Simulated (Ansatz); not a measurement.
CH3F3MoOS (`C[O][Mo]([F])([F])([F])=[S]`), 10 atoms. Total charge 0; spin multiplicity 1. Correlated methods include outer-core shells of Mo, which these sets cover unevenly. Mo takes the def2 core potential. All runs use 4 threads of an Arm Neoverse V2 on a shared host. Correlated methods freeze the cores.

(1) Give the basis size and wall time and peak host memory of each of these runs in Ansatz. RHF-CCSD(T)/def2-SVP energy; RKS revPBE-D4/def2-TZVPP energy; RKS ωB97M-V/def2-QZVPP energy; RKS PBE0-D4/def2-SVP energy; RKS PBE0-D4/def2-TZVP relaxation (13 steps); RHF-MP2/def2-TZVPP energy; RKS PBE0-D4/def2-QZVPP energy; RKS PBE0-D4/def2-TZVP frequencies; direct RPA on PBE orbitals/def2-TZVPP energy; RKS ωB97M-V/def2-TZVPP energy and forces; RKS ωB97M-V/def2-SVP energy; RKS B2PLYP (frozen core)/def2-TZVPP energy. (Best estimate.)

Answers

(1) Computed: Other jobs shared the machine, so times are rough.

```json
{"level": "RKS PBE0-D4/def2-SVP", "job": "energy", "functions": "134", "wall time": "2.1 s", "peak host memory (GiB)": "0.51"}
{"level": "RKS revPBE-D4/def2-TZVPP", "job": "energy", "functions": "295", "wall time": "3.1 s", "peak host memory (GiB)": "0.47"}
{"level": "RHF-MP2/def2-TZVPP", "job": "energy", "functions": "295", "wall time": "8 s", "peak host memory (GiB)": "0.97"}
{"level": "RKS ωB97M-V/def2-SVP", "job": "energy", "functions": "134", "wall time": "9.5 s", "peak host memory (GiB)": "0.55"}
{"level": "RKS B2PLYP (frozen core)/def2-TZVPP", "job": "energy", "functions": "295", "wall time": "11 s", "peak host memory (GiB)": "1"}
{"level": "direct RPA on PBE orbitals/def2-TZVPP", "job": "energy", "functions": "295", "wall time": "12 s", "peak host memory (GiB)": "0.94"}
{"level": "RKS PBE0-D4/def2-QZVPP", "job": "energy", "functions": "526", "wall time": "14 s", "peak host memory (GiB)": "2.5"}
{"level": "RKS ωB97M-V/def2-TZVPP", "job": "energy and forces", "functions": "295", "wall time": "19 s", "peak host memory (GiB)": "1.3"}
{"level": "RKS ωB97M-V/def2-QZVPP", "job": "energy", "functions": "526", "wall time": "30 s", "peak host memory (GiB)": "2.9"}
{"level": "RHF-CCSD(T)/def2-SVP", "job": "energy", "functions": "134", "wall time": "38 s", "peak host memory (GiB)": "1.2"}
{"level": "RKS PBE0-D4/def2-TZVP", "job": "relaxation (13 steps)", "functions": "250", "wall time": "77 s", "peak host memory (GiB)": "0.84"}
{"level": "RKS PBE0-D4/def2-TZVP", "job": "frequencies", "functions": "250", "wall time": "4.1 min", "peak host memory (GiB)": "0.84"}
```
